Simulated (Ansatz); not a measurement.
Molecule: CH$_{2}$Cl$_{3}$Si (charge 0, doublet). It need not be the lowest isomer of its formula. SMILES: Cl[Si](Cl)(Cl)[CH2]
Structure (B3LYP-D3(BJ)/def2-TZVP (Ansatz, a quantum-chemistry and plane-wave program) minimum search):
```xyz
7

Si    -0.2824    -0.0042     0.0447
Cl     0.2736     1.8252    -0.6851
Cl     0.2296    -1.4567    -1.3037
Cl     0.7704    -0.3456     1.7719
C     -2.0728    -0.0379     0.3539
H     -2.6236     0.8576     0.6134
H     -2.6382    -0.9611     0.3248
```
Charge 0, spin multiplicity 2.

Computed values are from Ansatz. Valence correlation only, unless marked. UHF or UKS for open shells. Spin-orbit coupling is left out. No relativistic terms. Basis-set limits of correlation are two-point, X^-3; Hartree-Fock from the larger set. The bracket is a focal-point correction in the basis named.

```
Quantity                                                                                         Value
---------------------  -------------------------------------------------------------------------------
atomisation energy De  571.4 kcal/mol at RI-MP2/CBS(cc-pV(T+d)Z,cc-pV(Q+d)Z)+[CCSD(T)-MP2]/cc-pV(T+d)Z
total energy            -1707.7627 Eh at RI-MP2/CBS(cc-pV(T+d)Z,cc-pV(Q+d)Z)+[CCSD(T)-MP2]/cc-pV(T+d)Z
dipole moment                                                        1.86 D at CCSD(T)/aug-cc-pV(D+d)Z
T1 diagnostic                                                                0.010 at CCSD/cc-pV(T+d)Z
```
